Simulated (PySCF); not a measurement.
Atomic charges against the basis set

Species: ethylbenzene, C₈H₁₀.
Geometry (PBE0-D3(BJ)/def2-SVP, Å), atoms numbered from 1 in this order:
```xyz
18
C8H10 angstrom
C     -2.5243   -0.4939   -0.6931
C     -1.7619    0.1065    0.4853
C     -0.2726    0.1217    0.2639
C      0.5200   -0.9724    0.6304
C      1.8911   -0.9811    0.3818
C      2.4960    0.1093   -0.2415
C      1.7198    1.2066   -0.6118
C      0.3490    1.2091   -0.3608
H     -3.6097   -0.4952   -0.5088
H     -2.3363    0.0760   -1.6161
H     -2.2092   -1.5324   -0.8789
H     -1.9890   -0.4649    1.4001
H     -2.1145    1.1349    0.6666
H      0.0529   -1.8300    1.1236
H      2.4921   -1.8437    0.6804
H      3.5714    0.1058   -0.4347
H      2.1854    2.0683   -1.0966
H     -0.2536    2.0750   -0.6508
```

PBE0 throughout (PySCF), one geometry, spherical d and f functions. One conformer (not necessarily the lowest) at the PBE0-D3(BJ)/def2-SVP geometry, without solvent, vibrations or thermal averaging. Atoms taken as equivalent share a column and are averaged. The first 7 of 11 kinds of atom are listed.

Mulliken charges (e):

```tsv
basis	functions	C1	C2	C3	C4/C8	C5/C7	C6	H9/H10/H11
STO-3G	50	-0.228	-0.146	+0.001	-0.089	-0.087	-0.088	+0.080
pcSseg-0	92	-0.621	-0.494	-0.182	-0.164	-0.244	-0.233	+0.231
6-31G	92	-0.479	-0.389	+0.074	-0.182	-0.170	-0.170	+0.167
6-31G*	132	-0.515	-0.404	+0.137	-0.207	-0.169	-0.173	+0.177
cc-pVDZ	162	-0.076	-0.025	-0.095	+0.001	+0.004	-0.007	+0.045
def2-SVP	162	-0.061	-0.020	-0.090	-0.024	-0.018	-0.020	+0.043
pcSseg-1	186	-0.271	-0.142	-0.276	-0.039	-0.082	-0.089	+0.117
aug-cc-pVDZ	274	+0.399	+0.283	+1.579	+0.558	+0.271	+0.488	-0.146
6-311+G(2d,p)	276	-0.586	-0.226	+0.855	-0.434	-0.153	-0.097	+0.145
def2-TZVP	308	-0.373	-0.231	+0.237	-0.227	-0.101	-0.135	+0.123
```

IAO charges (e):

```tsv
basis	functions	C1	C2	C3	C4/C8	C5/C7	C6	H9/H10/H11
STO-3G	50	-0.388	-0.259	-0.007	-0.139	-0.139	-0.141	+0.134
pcSseg-0	92	-0.417	-0.267	+0.004	-0.156	-0.149	-0.155	+0.143
6-31G	92	-0.424	-0.265	+0.015	-0.162	-0.150	-0.158	+0.144
6-31G*	132	-0.404	-0.252	+0.013	-0.155	-0.144	-0.152	+0.137
cc-pVDZ	162	-0.403	-0.252	+0.015	-0.159	-0.146	-0.155	+0.137
def2-SVP	162	-0.393	-0.246	+0.015	-0.155	-0.143	-0.152	+0.134
pcSseg-1	186	-0.403	-0.251	+0.012	-0.160	-0.148	-0.157	+0.137
aug-cc-pVDZ	274	-0.415	-0.257	+0.017	-0.164	-0.151	-0.160	+0.141
6-311+G(2d,p)	276	-0.417	-0.258	+0.016	-0.163	-0.151	-0.160	+0.142
def2-TZVP	308	-0.417	-0.258	+0.016	-0.163	-0.150	-0.160	+0.142
```

Question: Which scheme is steadiest as the basis changes?

Answer: Largest range over the bases for any column: IAO 0.04 e, Mulliken 1.85 e. IAO charges move least and Mulliken charges most, counted in e. Without the minimal STO-3G basis the ranges are IAO 0.03, Mulliken 1.85 e.

Question: How much do the charges still move between the two largest bases, 6-311+G(2d,p) and def2-TZVP?

Answer: At most, over all atoms: Mulliken 0.618 e, IAO 0.001 e.

Question: What do the same runs give for the total energy, the frontier levels and the dipole moment?

Answer: 
```json
{"basis": "STO-3G", "energy (Eh)": "-306.7789", "HOMO (eV)": "-5.20", "LUMO (eV)": "2.86", "μ (D)": "0.37"}
{"basis": "pcSseg-0", "energy (Eh)": "-309.8208", "HOMO (eV)": "-7.11", "LUMO (eV)": "-0.02", "μ (D)": "0.34"}
{"basis": "6-31G", "energy (Eh)": "-310.4297", "HOMO (eV)": "-6.75", "LUMO (eV)": "0.33", "μ (D)": "0.33"}
{"basis": "6-31G*", "energy (Eh)": "-310.4939", "HOMO (eV)": "-6.70", "LUMO (eV)": "0.28", "μ (D)": "0.30"}
{"basis": "cc-pVDZ", "energy (Eh)": "-310.5193", "HOMO (eV)": "-6.85", "LUMO (eV)": "0.04", "μ (D)": "0.36"}
{"basis": "def2-SVP", "energy (Eh)": "-310.2806", "HOMO (eV)": "-6.93", "LUMO (eV)": "-0.03", "μ (D)": "0.37"}
{"basis": "pcSseg-1", "energy (Eh)": "-310.4584", "HOMO (eV)": "-7.00", "LUMO (eV)": "-0.15", "μ (D)": "0.39"}
{"basis": "aug-cc-pVDZ", "energy (Eh)": "-310.5319", "HOMO (eV)": "-6.95", "LUMO (eV)": "-0.25", "μ (D)": "0.42"}
{"basis": "6-311+G(2d,p)", "energy (Eh)": "-310.5797", "HOMO (eV)": "-6.95", "LUMO (eV)": "-0.22", "μ (D)": "0.40"}
{"basis": "def2-TZVP", "energy (Eh)": "-310.6042", "HOMO (eV)": "-6.94", "LUMO (eV)": "-0.16", "μ (D)": "0.38"}
```

The dipole is fixed by the density alone, so its range of 0.12 D shows that the density itself changes with the basis, not only its division among atoms.
